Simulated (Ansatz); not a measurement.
`Cl[SiH2][CH2][GeH3]` + `B[SiH2][SiH3]` → `B[SiH2][GeH3]` + `[SiH3]C[SiH2]Cl` at 400 K and 1 bar (redistribution).

Computed with Ansatz on PBE0-D4/def2-TZVP structures; ΔE is electronic, products minus reactants. CBS: MP2 limit from def2 TZ/QZ plus the TZ coupled-cluster correction, frozen cores. For Ge outer-core shells are correlated without core-valence functions, which leaves a few kJ/mol of doubt a bond. Scalar relativity is left out up to krypton. Each species was taken in one conformer, which may not be the lowest.

```
              species  CCSD(T)/CBS energy (Eh)  H − E (kJ/mol)  S (J/(mol·K))
`Cl[SiH2][CH2][GeH3]`              -2867.28596           216.6          409.5
      `B[SiH2][SiH3]`               -607.10947           193.2          366.9
      `B[SiH2][GeH3]`              -2394.14795           190.6          380.6
    `[SiH3]C[SiH2]Cl`              -1080.25737           219.7          394.5
```

H − E and S are ideal-gas, rigid-rotor, harmonic terms from PBE0-D4/def2-TZVP, for one conformer and one mirror image of each species. 1 Eh = 2625.50 kJ/mol, R = 8.31446 J/(mol·K).

By hand: ΔE, ΔH, ΔS and ΔG.

ΔE = (-2394.14795) + (-1080.25737) − (-2867.28596) − (-607.10947) = -0.00989 Eh = -26.0 kJ/mol. Δ(H − E) = 190.6 + 219.7 − 216.6 − 193.2 = 0.5, so ΔH = -25.5 kJ/mol. ΔS = 380.6 + 394.5 − 409.5 − 366.9 = -1.3 J/(mol·K). ΔG = -25.5 − 400 × (-1.3)/1000 = -25.0 kJ/mol.

By hand: the equilibrium constant, and the temperature at which ΔG would vanish if ΔH and ΔS stayed fixed.

log₁₀ K = −ΔG/(RT ln 10) = 3.3. ΔG = 0 at ΔH/ΔS = 19615 K, far beyond where these terms or the molecules hold.

The number of gas molecules stays the same, so ΔS is small and ΔH decides. A doubt of 5 kJ/mol in ΔE shifts log₁₀ K by 0.7 here. Other conformers and mirror images would add mixing entropy, several J/(mol·K) or more a flexible species. Modes under 60 cm⁻¹, often nearly free rotors, make the harmonic entropy too high. These are equilibria of isolated gas molecules and say nothing of rates. Largest T1 diagnostic: 0.014 (customary marks: 0.02 for closed shells, 0.045 for open ones).
